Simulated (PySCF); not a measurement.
Si(OH)4 (H₄O₄Si), SMILES O[Si](O)(O)O.

Geometry optimised at PBE-D3(BJ)/def2-SVP. The isomer is the one that the SMILES or the coordinates give; other isomers of the formula were not compared. One conformer was computed; it need not be the lowest.

These are PBE/def2-TZVP run with PySCF values and carry that method's errors.

Symmetry labels are those of the subgroup C2 that the program uses (full group S4).

Computed valence orbital energies around the gap with their symmetry:
```tsv
orbital	symmetry	energy (eV)
HOMO−7	A	-9.44
HOMO−6	A	-9.08
HOMO−5	B	-8.86
HOMO−4	B	-8.86
HOMO−3	A	-8.15
HOMO−2	A	-8.09
HOMO−1	B	-7.39
HOMO	B	-7.39
LUMO	A	-0.64
LUMO+1	B	0.72
LUMO+2	B	0.72
LUMO+3	A	0.83
```
